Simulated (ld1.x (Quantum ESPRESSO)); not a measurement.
Ga (Z = 31), TM: configuration errors across variants

Ga (Z = 31), norm-conserving Troullier–Martins (Kleinman–Bylander form), made with ld1.x (Quantum ESPRESSO) 7.5 (LDA (PZ), scalar-relativistic). Core [Ar] 3d10, reference 4s2 4p0.5 (charge +0.5). Waves: 4s (bound): rc 1.70 bohr; 4d channel at 0.4 Ry: rc 1.75 bohr; 4p (bound): rc 1.60 bohr. Local part: the p channel. Core correction: Bessel-smoothed model core, default radius (core density twice the valence density).

All-electron excitation energies from the reference (eV): (1) 4s2 4p1 -2.120; (2) 4s2 4p0 3.768; (3) 4s1 4p0 25.271; (4) 4s2 4p1.3 -2.698; (5) 4s0 4p3 11.424; (6) 4s1 4p2 4.492; (7) 4s1 4p1 11.218; (8) 4s2 4p0.5 spin -0.041; (9) 4s2 4p1 spin -2.254.

Spin tests fill each open shell by Hund’s rule, majority spin first.

A true bound ghost makes a file unfit for plane-wave use even where its test errors are small: the radial tests pick states by their node count and pass the ghost by.

Errors AE − PS in meV (a dash: test not solved or not reliable):

| change | (1) | (2) | (3) | (4) | (5) | (6) | (7) | (8) | (9) | bound ghosts |
| --- | --- | --- | --- | --- | --- | --- | --- | --- | --- | --- |
| base | -1.3 | -4.8 | -152 | -2.3 | -41 | -8.3 | -33 | -0.4 | -2.3 | s, d |
| all radii but the core radius scaled by about 0.76 (s 1.30, p 1.22, d 1.34 bohr) | -0.4 | -4.7 | -151 | -0.3 | -32 | -8.2 | -19 | -0.2 | -0.5 | s |
| all radii but the core radius scaled by about 0.91 (s 1.54, p 1.46, d 1.60 bohr) | -1.2 | -4.7 | -150 | -2.0 | -37 | -7.6 | -31 | -0.4 | -2.2 | s, d |
| all radii but the core radius scaled by about 1.14 (s 1.94, p 1.84, d 2.00 bohr) | -1.5 | -5.2 | -160 | -2.6 | -53 | -11 | -37 | -0.4 | -2.4 | s, d |
| all radii but the core radius scaled by about 1.24 (s 2.10, p 1.98, d 2.16 bohr) | -1.5 | -5.3 | -166 | -2.8 | -65 | -14 | -41 | -0.3 | -2.4 | d |

Give the same row for: all radii but the core radius scaled by about 1.39 (s 2.36, p 2.22, d 2.42 bohr).

-1.4, -4.9, -173, -2.6, -98, -21, -49, -0.3, -2.1; bound ghosts: none.
